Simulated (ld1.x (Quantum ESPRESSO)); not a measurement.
The numbers below are computed, except where a source is named.
# Hardness and transferability of assorted potentials

Generated with ld1.x 7.5 (TM, RRKJ, ultrasoft, PAW), atompaw 4.2 or ONCVPSP 4.0.1. The cutoff is in Ry: for ld1.x and atompaw files where the sum of valence levels is converged to 10 mRy in a Bessel basis, for ONCV files where the hardest occupied wave has 1 mHa per electron of residual kinetic energy. The error is the largest all-electron minus pseudo excitation energy over each file’s own four to seven test configurations (ionisations up to +4, promotions, holes and added fractions of an electron), all of which were solved. The labels leave out finer settings (local radius, basis sizes, second energies), which also bear on the numbers. Spin-polarised tests are not counted. The rows are a selection from randomly drawn settings: files with unsolved tests, undetermined cutoffs or missed reference levels are left out.

| element | potential | cutoff (Ry) | largest error (meV) | bound ghosts |
| --- | --- | --- | --- | --- |
| Al | TM, PBEsol, scalar-relativistic, rc 1.65/2.80 (sp), local s, core correction no, reference 3s1.5 3p1.5 | 10 | +14 | none |
| K | TM, PBEsol, scalar-relativistic, rc 3.40/4.20/4.40 (spd), local p, core correction no, reference 4s0.75 4p0.25 | 6 | +29 | none |
| Rh | ultrasoft, PBE, scalar-relativistic, rc 3.15/4.10/1.65 (spd), local smoothed, core correction yes, reference 4d8 5s0 5p1 | 40 | -141 | none |
| In | TM, LDA (PZ), scalar-relativistic, rc 1.95/2.40/1.55 (spd), local smoothed, core correction no, reference 4d10 5s2 5p1 | 80 | +19 | none |
| Sb | TM semilocal, PBEsol, scalar-relativistic, rc 1.55/2.40/1.50 (spd), local d, core correction no, reference 4d10 5s2 5p3 | 90 | -105 | none |
| Os | RRKJ, LDA (PZ), scalar-relativistic, rc 1.25/1.45/1.65 (spd), local s, core correction no, reference 5s2 5p6 5d6 6s0 6p0 | 100 | +931 | none |
| Hg | TM, PBE, scalar-relativistic, rc 2.00/2.50/1.25 (spd), local p, core correction no, reference 5d10 6s2 6p0 | 70 | -171 | none |
| Tl | TM, PBE, non-relativistic, rc 2.05/2.90 (sp), local p, core correction yes, reference 6s2 6p0.5 | 18 | -149 | none |

(1) Fill in the row for Nd: TM, PBE, fully relativistic, rc 3.20/3.75/3.40 (spd), local smoothed, core correction no, reference 5d1 6s2 6p0.

(2) Fill in the row for Ta: ultrasoft, PBE, scalar-relativistic, rc 3.10/4.05/1.95 (spd), local smoothed, core correction no, reference 5d3.5 6s1.5 6p0.

Answers

(1) cutoff 10 Ry, largest error +193 meV, bound ghosts: none.

(2) cutoff 25 Ry, largest error +93 meV, bound ghosts: none.
